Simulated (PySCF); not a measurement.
**Basis and Hamiltonian dependence of the ionisation energy of Rh²⁺**

Rh²⁺ [Kr] 4d7 (4F) → Rh³⁺ [Kr] 4d6 (5D). All values are computed (PySCF 2.14, energy differences of UHF-based or UKS calculations, no spin-orbit coupling). Values in eV.

```csv
basis,Hamiltonian,functions,UHF,LDA,PBE0,MP2 (valence),CCSD(T) (valence),CCSD(T) (valence and next inner shell)
def2-SVP with the def2 core potential (28 electrons),ECP,31,30.059,n/a,31.647,30.741,n/a,n/a
def2-TZVP with the def2 core potential (28 electrons),ECP,40,29.413,n/a,n/a,30.366,n/a,n/a
ANO-RCC-VDZP,spin-free X2C,43,29.549,n/a,n/a,30.724,30.702,n/a
x2c-SVPall,spin-free X2C,53,29.353,n/a,n/a,30.338,n/a,n/a
aug-cc-pVDZ-PP with ECP28MDF,ECP,54,29.340,31.307,31.010,30.449,30.462,n/a
def2-TZVPPD with the def2 core potential (28 electrons),ECP,56,29.428,31.359,31.060,30.709,30.701,30.615
cc-pVTZ-PP with ECP28MDF,ECP,63,29.303,n/a,n/a,30.615,n/a,n/a
ANO-RCC-VTZP,spin-free X2C,68,29.351,31.475,31.059,30.669,30.656,30.620
aug-cc-pVTZ-PP with ECP28MDF,ECP,88,29.304,31.251,30.955,30.650,30.639,n/a
"x2c-TZVPPall with one added diffuse shell each of s, p, d, f type",spin-free X2C,95,29.355,31.527,31.091,30.680,30.668,30.648
aug-cc-pVTZ-DK,spin-free X2C,102,29.337,31.504,31.064,30.686,30.674,n/a
"aug-cc-pVTZ-PP with one added diffuse shell each of s, p, d, f, g type with ECP28MDF",ECP,113,29.305,31.251,30.955,30.651,n/a,n/a
aug-cc-pwCVTZ-PP with ECP28MDF,ECP,122,29.308,31.257,30.957,30.723,n/a,n/a
aug-cc-pwCVTZ-DK,spin-free X2C,136,29.334,31.512,31.067,30.741,n/a,n/a
```

Frozen in the all-electron rows: valence: [Kr]; valence and next inner shell: [Ar] 3d10; with a core potential, the same shells as far as they lie outside it.

At UHF, def2-SVP with the def2 core potential (28 electrons) lies more than 0.3 eV from the median of the rows with comparable relativity. Sets contracted for the neutral atom can be stiff in a shell that they treat as core.

Between the lowest levels the reference is 31.06 eV (semi-empirical (NIST evaluation); NIST Atomic Spectra Database, ionization energies); it includes spin-orbit coupling, which these numbers lack.
